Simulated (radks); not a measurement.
The numbers below are computed, except where a source is named.
Charge is removed step by step from the 2s down level of neutral beryllium, starting from [He] 2s(up 1, down 1). Code: a radial shooting solver on a logarithmic mesh with Libxc functionals. Model: non-relativistic Kohn-Sham, PBE, spin-polarised, spherical densities, point nucleus.

removed (e) = 0: E - E(0) (eV) 0.000; eigenvalue (eV) -5.609
removed (e) = 0.25: E - E(0) (eV) 1.615; eigenvalue (eV) -7.318
removed (e) = 0.5: E - E(0) (eV) 3.660; eigenvalue (eV) -9.042
removed (e) = 0.75: E - E(0) (eV) 6.132; eigenvalue (eV) -10.721

The mean slope of the eigenvalue, de/dn, is 6.82 eV per electron.
